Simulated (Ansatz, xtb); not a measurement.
**Relative energy of two isomers of C4H9I**

Structure a: `CC(C)(C)I`, a singlet. Structure b: `CC[C@H](C)I`, a singlet. Both are isolated molecules in the gas phase, relaxed with PBE0-D3(BJ)/def2-SVP; the shapes shown needn't be the lowest conformers.

a (Å):

```xyz
14

C    -1.0115   -0.0392    0.2727
C    -0.1796   -0.1174   -0.9946
C     0.8985    0.9504   -1.0290
C    -1.0453   -0.0861   -2.2410
I     0.8546   -2.0835   -0.9719
H    -0.3863   -0.1021    1.1745
H    -1.7656   -0.8376    0.3145
H    -1.5391    0.9310    0.2891
H     1.5251    0.8674   -1.9282
H     1.5492    0.9007   -0.1446
H     0.4126    1.9422   -1.0411
H    -1.8000   -0.8850   -2.2327
H    -1.5735    0.8832   -2.2795
H    -0.4447   -0.1830   -3.1563
```

b (Å):

```yaml
atoms:
  - { symbol: C, position_ang: [-1.4750, -0.3039, 0.1593] }
  - { symbol: C, position_ang: [-0.0610, 0.2390, -0.0125] }
  - { symbol: C, position_ang: [0.1764, 0.8434, -1.3880] }
  - { symbol: C, position_ang: [0.0763, -0.1298, -2.5417] }
  - { symbol: I, position_ang: [2.1492, 1.7952, -1.4178] }
  - { symbol: H, position_ang: [-2.2309, 0.4732, -0.0381] }
  - { symbol: H, position_ang: [-1.6813, -1.1510, -0.5120] }
  - { symbol: H, position_ang: [-1.6266, -0.6585, 1.1897] }
  - { symbol: H, position_ang: [0.6776, -0.5618, 0.1617] }
  - { symbol: H, position_ang: [0.1308, 1.0067, 0.7529] }
  - { symbol: H, position_ang: [-0.4939, 1.7013, -1.5461] }
  - { symbol: H, position_ang: [0.7807, -0.9666, -2.4192] }
  - { symbol: H, position_ang: [0.2831, 0.3573, -3.5042] }
  - { symbol: H, position_ang: [-0.9439, -0.5454, -2.5884] }
```

**Question.** Estimate E(b) − E(a) at the level CCSD(T)/def2-SVP + ΔMP2/def2-TZVPP.

**Answer.** Calculated at CCSD(T)/def2-SVP + ΔMP2/def2-TZVPP: E(b) − E(a) = +3.1 kcal/mol, so structure a lies lower.

How the difference moves with the method:

```
                             level              geometry  E(b) − E(a) (kcal/mol)  departure from the last row (kcal/mol)  job, with rough time for the two
                          GFN2-xTB              GFN2-xTB                      +2.7                                    −0.4              optimisation, 0.14 s
                         HF/STO-3G              GFN2-xTB                      −0.2                                    −3.3               single point, 1.1 s
                r2SCAN-D4/def2-SVP              GFN2-xTB                      +3.0                                    −0.1               single point, 6.6 s
              PBE0-D3(BJ)/def2-SVP  PBE0-D3(BJ)/def2-SVP                      +2.3                                    −0.8                optimisation, 51 s
                       HF/def2-SVP  PBE0-D3(BJ)/def2-SVP                      +1.3                                    −1.8           part of the CCSD(T) run
                      MP2/def2-SVP  PBE0-D3(BJ)/def2-SVP                      +3.6                                    +0.5           part of the CCSD(T) run
                  CCSD(T)/def2-SVP  PBE0-D3(BJ)/def2-SVP                      +3.1                                     0.0                      single point
CCSD(T)/def2-SVP + ΔMP2/def2-TZVPP  PBE0-D3(BJ)/def2-SVP                      +3.1                                                       single point, 2 min
```

As drawn, both hold the same kinds of bond in the same numbers. Structure a has 3 methyl groups, b 2.

HF/STO-3G finds them nearly level. The largest departure from CCSD(T)/def2-SVP + ΔMP2/def2-TZVPP is that of HF/STO-3G, 3.3 kcal/mol. The last row adds to CCSD(T) the change of the MP2 difference between the two basis sets, here 0.0 kcal/mol.

With harmonic frequencies from PBE0-D3(BJ)/def2-SVP (ideal gas, rigid rotor, one conformer each, 400 K, 1 atm): the zero-point term adds +0.5 kcal/mol; ΔH is +3.6 and ΔG +2.1 kcal/mol.

The correlated steps freeze 8 core orbitals; the filled d shell of I is correlated, in a basis made for valence electrons. Atoms past krypton carry core potentials in the def2 sets, other sets are all-electron and non-relativistic, and no spin–orbit term is included. Mirror images aren't counted in ΔG. Run with Ansatz 0.2.0, xtb 6.7.1; the last row on 2 threads of Arm Neoverse V1 on a shared host.
